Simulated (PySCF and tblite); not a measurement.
The numbers below are computed, except where a source is named.
C₆H₉NOS, numbered as in [N:1]#[C:2][C@@H:3]1[CH2:4][CH2:5][CH2:6][S@:7](=[O:8])[CH2:9]1.

Geometries GFN2-xTB; weights from PBE0-D3(BJ)/pcSseg-1 (IEF-PCM, acetonitrile) energies and GFN2-xTB thermal corrections, with symmetry numbers and mirror pairs. Conformers within 2.5 kcal/mol (GFN2-xTB free energy) were kept, 4 at most. Codes: tblite and PySCF.

The 6-ring runs over atoms 3–4–5–6–7–9.

| conformer | shape | symmetry |
| --- | --- | --- |
| 1 | 6-ring chair (C2, O8 axial) | C1 |
| 2 | 6-ring chair (all substituents equatorial) | C1 |

(1) Which of these conformers is the most populated at 298.15 K, and with what share?

(2) Give the DFT energies and free energies relative to the lowest, and all weights.

(3) How does its share change from 250 K to 350 K?

Answers

(1) Conformer 1, about 61 %. The lead over the next is within the error of the method.

(2) 
```
conformer                                       shape  E(DFT) kcal/mol  G(298.15 K) kcal/mol  weight %
        1                 6-ring chair (C2, O8 axial)             0.00                  0.00      61.0
        2  6-ring chair (all substituents equatorial)             0.59                  0.26      39.0
```

(3) From 65 % to 57 %; the mixing entropy goes from 1.28 to 1.36 cal/(mol K).


Conformer gaps in pcSseg-1 on xTB geometries can be 2 kcal/mol off for S=O, P=O and other polar bonds.